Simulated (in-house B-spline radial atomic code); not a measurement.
**Ne III (Ne2+): 1s1 2s2 (2p1/2)2 (2p3/2)3 (with a hole in an inner shell)**

Level of theory: Dirac-Kohn-Sham B3LYP, spherical fractional occupations, Fermi nucleus of rms radius 3.0055 fm; calculated with an all-electron radial atomic-structure program (B-spline basis).

Effective charges: Z_r = [3n² - l(l+1)]/(2<r>) from the radius, Z_e = n√(-2ε) from the energy, and Slater's rules. Values are occupation-weighted means over j.

| shell | electrons | ε (eV) | <r> (bohr) | Z_r | Z_e | Slater |
| --- | --- | --- | --- | --- | --- | --- |
| 1s | 1 | -961.43 | 0.1536 | 9.76 | 8.41 | 10.00 |
| 2s | 2 | -87.47 | 0.7885 | 7.61 | 5.07 | 7.05 |
| 2p | 5 | -63.644 | 0.7444 | 6.72 | 4.33 | 7.05 |

The least bound orbital is 2p3/2 at -62.95 eV, while the most diffuse is 2s1/2 (<r> = 0.7885 bohr against 0.7467 bohr): energy order and size order differ. The part-filled 1s shell lies below the filled 2s shell in orbital energy.

For the 1s electron the small component carries 0.129 % of the norm, the zero-frequency Breit interaction raises the level by 0.246 eV, self-energy by 0.1518 eV, and vacuum polarisation lowers it by 0.008129 eV.

Caution: exact exchange at fractional occupations of open shells leaves self-interaction of up to several eV.
